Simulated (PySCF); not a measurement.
## Te¹⁸⁺: ionisation energy

Te¹⁸⁺ [Ar] 3d10 4s2 4p4 [4p1/2^2 4p3/2^2, M_J = 2] → Te¹⁹⁺ [Ar] 3d10 4s2 4p3 [4p1/2^2 4p3/2^1, M_J = 3/2], as a difference of total energies. Computed with PySCF 2.14 in an uncontracted even-tempered set (18 s from 1 bohr⁻², ratio 2.8; 14 p from 1.4 bohr⁻², ratio 2.8; 9 d from 2.4 bohr⁻², ratio 2.8; 4 f from 8.2 bohr⁻², ratio 3), with the two-component X2C-1e Hamiltonian. Correlated levels: [Ne] frozen; the 92 highest virtual spinors dropped. "Screened" scales the spin-orbit matrix elements by Boettger's factors to mimic the two-electron term; Breit and QED terms are absent.

```json
{"method": "GHF (screened spin-orbit)", "ionisation energy (eV)": "522.16"}
{"method": "GMP2 (screened spin-orbit)", "ionisation energy (eV)": "523.02"}
```

Question: How much does correlation contribute at GMP2 (screened spin-orbit)?

Answer: 523.02 − (522.16) = 0.86 eV, measured against GHF (screened spin-orbit).

Breit and QED terms and the two-electron picture change are absent.

The labels give the starting determinants; with spin-orbit coupling the two ends relaxed to ⟨J²⟩ = 6.01, ⟨L²⟩ = 2.90, ⟨S²⟩ = 1.57 and ⟨J²⟩ = 3.76, ⟨L²⟩ = 1.51, ⟨S²⟩ = 2.18.

For comparison: 522 ± 3 eV (theoretical estimate listed by NIST; NIST Atomic Spectra Database, ionization energies).
